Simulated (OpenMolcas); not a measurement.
# Computed levels of Dy4+

```
Program             : OpenMolcas
Method              : CASSCF
Basis               : ANO-RCC-VTZP [8s7p5d3f2g1h]
Scalar Hamiltonian  : DKH2, point nucleus
Active space        : 8 electrons in 7 orbitals (4f)
State averaging     : 2S+1 = 7 even, 7 roots; 2S+1 = 5 even, 5 roots kept (CI in the orbitals of an earlier block, 0 in the spin-orbit step)
Spin-orbit coupling : RASSI with atomic mean-field integrals over the reference wave functions, term energies averaged over their components
```

With spin-orbit coupling, above the lowest level:

| Configuration | Term | J | E (cm⁻¹) | g | Term weight % |
| --- | --- | --- | --- | --- | --- |
| 4f⁸ | ⁷F | 6 | 0.0 | 1.501 | 100 |
| 4f⁸ | ⁷F | 5 | 2139 | 1.501 | 100 |
| 4f⁸ | ⁷F | 4 | 3922 | 1.501 | 100 |
| 4f⁸ | ⁷F | 3 | 5348 | 1.501 | 100 |
| 4f⁸ | ⁷F | 2 | 6418 | 1.501 | 100 |
| 4f⁸ | ⁷F | 1 | 7131 | 1.501 | 100 |
| 4f⁸ | ⁷F | 0 | 7488 |  | 100 |

Spin-orbit coupling puts the lowest level 3209 cm⁻¹ below the lowest spin-free term.

For ⁷F the intervals divided by the larger J are -356.6, -356.6, -356.6, -356.6, -356.6, -356.6 cm-1. Landé's interval rule makes them equal in pure LS coupling; they differ by 0 % of their mean. The multiplet is inverted.

High states are left out of the spin-orbit mixing, which shifts the levels that they would mix with. Without dynamic correlation excited terms often stand tens of per cent too high (terms of higher spin than the ground term too low), and those without a measured partner can miss by more than the paired ones. Levels of configurations outside the active space are missing. The first state left out of the spin-orbit step lies near 28000 cm-1 above the lowest spin-free state of the reference (among the parities and spins computed), and the list stops at four fifths of that energy or lower.

The RASSCF and RASSI steps took 45 s on 1 thread of Arm Neoverse V1 (shared host); the integral step is not counted.

The term weight is that of the spin-free term in the level, not the purity of its configuration.
